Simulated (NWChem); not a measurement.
# Basis-set dependence for diantimony (Sb2)

SMILES: [Sb]#[Sb]
```xyz
2

Sb     0.0000     0.0000     1.2580
Sb     0.0000     0.0000    -1.2580
```
Charge 0, spin multiplicity 1.

The numbers come from NWChem runs, not from measurements. The geometry was optimised at PBE/def2-SVP with def2 effective core potentials on Sb, a minimum by its harmonic frequencies.

Hartree-Fock energies in Ha, correlation energies in mHa.

Effective core potentials replace the inner electrons of Sb; spin-orbit coupling is left out. The correlated methods keep 8 core orbitals frozen. Coupled-cluster values serve here as a point of comparison, not as the truth.

```
basis      functions         RHF      MP2  SCS-MP2     CCSD  CR-CCSD[T]  CR-CCSD(T)
---------  ---------  ----------  -------  -------  -------  ----------  ----------
def2-SVP          52  -478.52709   -233.8   -220.3   -240.6      -252.0      -251.5
def2-TZVP        100  -478.53995   -686.8   -613.6   -652.4      -674.4      -673.2
def2-QZVP        164  -478.54254  -1164.6  -1026.3  not run     not run     not run
```

From def2-TZVP to def2-QZVP the Hartree-Fock energy moves by -2.6 mHa and the MP2 correlation energy by -477.8 mHa, which is 41 % of its value in the larger set.
